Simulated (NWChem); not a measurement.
System: Si$_{2}$H$_{4}$F$_{2}$; SMILES [SiH3][SiH](F)F

```xyz
8

Si    -0.1040     1.7388     0.0000
Si     0.3934    -0.5549     0.0000
F     -0.2929    -1.2409     1.3160
F     -0.2929    -1.2409    -1.3160
H     -1.5954     1.9247     0.0000
H      0.4846     2.3806     1.2265
H      0.4846     2.3806    -1.2265
H      1.8465    -0.9248     0.0000
```
Atoms are numbered in this order, from 1.

Geometry: optimised at PBE-D3(BJ)/def2-SVP.

Symmetry labels are those of Cs in the frame above (b1 and b2, or b-type labels, depend on it).

Question: List the 6 lowest vertical singlet excitations from LRC-wPBEh/6-31+G* (spherical d), full TDDFT (NWChem).

Answer: 
```tsv
state	energy (eV)	oscillator strength	symmetry	leading excitation (squared amplitude)
S1	6.95	0.009	a"	HOMO → LUMO (0.94)
S2	7.18	0.037	a'	HOMO → LUMO+1 (0.91)
S3	8.08	0.010	a'	HOMO → LUMO+3 (0.64)
S4	8.31	0.458	a'	HOMO → LUMO+2 (0.58)
S5	8.73	0.002	a"	HOMO−1 → LUMO (0.46)
S6	9.02	0.008	a'	HOMO−2 → LUMO (0.46)
```
